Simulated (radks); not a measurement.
Values are calculated unless marked as measured or tabulated.
Q: Mo26+, configuration [Ne] 3s2 3p4. Code: a radial shooting solver on a logarithmic mesh with Libxc functionals. Model: scalar-relativistic Kohn-Sham, BLYP, spin-polarised, spherical densities, point nucleus; open shells are filled with parallel spins first (spin-orbit coupling, left out, can overturn this in heavy ions). Some entries of the table are withheld. Estimate them.

| orbital | occ. | eigenvalue (eV) | <r^2> (bohr^2) | r(max) (bohr) |
|---|---|---|---|---|
| 1s up | 1 | -21053.44 | 0.001669 | 0.02287 |
| 1s down | 1 | -21050.18 | 0.001668 | 0.02287 |
| 2s up | 1 | -3992.380 | 0.02719 | 0.1290 |
| 2s down | 1 | -3989.978 | 0.02716 | 0.1290 |
| 2p up | 3 | -3705.811 | 0.02130 | 0.1030 |
| 2p down | 3 | -3702.355 | 0.02129 | 0.1031 |
| 3s up | 1 | -1462.665 | 0.1639 | 0.3563 |
| 3s down | 1 | -1452.092 | 0.1645 | 0.3565 |
| 3p up | 3 | -1370.404 | 0.1576 | 0.3440 |
| 3p down | 1 | -1359.819 | 0.1581 | 0.3440 |
| 3d up | 0 | -1244.738 | 0.1265 | 0.2786 |
| 3d down | 0 | -1235.805 | 0.1264 | 0.2773 |
| 4s up | 0 | -746.5777 | 0.6063 | 0.7322 |
| 4s down | 0 | -743.0286 | 0.6117 | 0.7352 |
| 4p up | 0 | -709.5312 | 0.6143 | (1) |
| 4p down | 0 | -706.0954 | 0.6203 | (2) |
| 4f up | 0 | -622.5703 | 0.4561 | 0.5587 |
| 4f down | 0 | -616.6646 | 0.4660 | 0.5648 |

A: 
(1) 4p up r(max) (bohr): 0.7352
(2) 4p down r(max) (bohr): 0.7385
